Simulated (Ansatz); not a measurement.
Two structures of BH3ClO2F, singlet, reached by relaxing down either side of one saddle point (PBE0-D4/def2-TZVP). Energies are electronic, without zero-point energy. Computed with Ansatz 0.2.0 (basis: def2-TZVPP and def2-QZVPP); correlated methods freeze the cores. Extrapolation: Hartree–Fock as exp(−7.88 √X), correlation as X^−2.97. First:

```
atom    x (Å)    y (Å)    z (Å)
  B1  -0.4029  -0.2379  -0.6879
 Cl2   1.2219  -0.8269  -0.1518
  O3  -0.4965   0.8352  -1.4890
  O4  -1.5129  -0.8839  -0.2969
  H5   1.2136   0.4545   1.6931
  F6   0.9881   1.0531   2.3654
  H7   0.3438   1.2397  -1.7125
  H8  -1.3550  -1.6337   0.2797
```

Second:

```
8
angstrom
B -0.8077 0.3039 -0.2510
Cl 3.0216 -1.2646 0.7550
O -0.7791 1.1267 -1.3184
O -1.7993 -0.6002 -0.1223
H 1.9672 -0.5461 0.8909
F 0.1595 0.3877 0.6949
H -0.0338 1.7307 -1.3180
H -1.7285 -1.1380 0.6689
```

Q: Which bonds change from the first to the second?

A: BH₂ClO₂ ([OH][B]([OH])[Cl]) + HF → BH₂O₂F ([OH][B]([OH])[F]) + HCl; bonds formed: B1–F6, Cl2–H5; bonds broken: B1–Cl2, H5–F6.

Q: Give the saddle point's structure and its height above each. (An estimate is asked for; the value comes from the calculation.)

A: By the calculation: 25.61 kcal/mol above the first and 37.37 kcal/mol above the second (CCSD(T) at an estimated basis limit (MP2 extrapolated from triple and quadruple zeta, plus CCSD(T) − MP2 in triple zeta)).
B1  (-0.332, 0.040, -0.226)
Cl2  (1.573, -0.988, -0.085)
O3  (-0.338, 0.936, -1.229)
O4  (-1.364, -0.799, -0.027)
H5  (1.068, 0.071, 1.013)
F6  (0.191, 0.704, 1.179)
H7  (0.456, 1.464, -1.314)
H8  (-1.253, -1.427, 0.688)
(Å)

The T1 diagnostic stays at or below 0.012.

Labels in which every atom is bracketed show which atoms are joined, not bond orders.

For scale, one of the runs: CCSD(T)/def2-TZVPP, 208 basis functions, launched by `ansatz run in.yaml --threads 4 --pin off --events-out ev --progress --plain --max-ram 9574MiB`. Hardware: 4 CPU threads of an Arm Neoverse V2, shared host. Wall time 67 s; peak host memory 3 GiB.
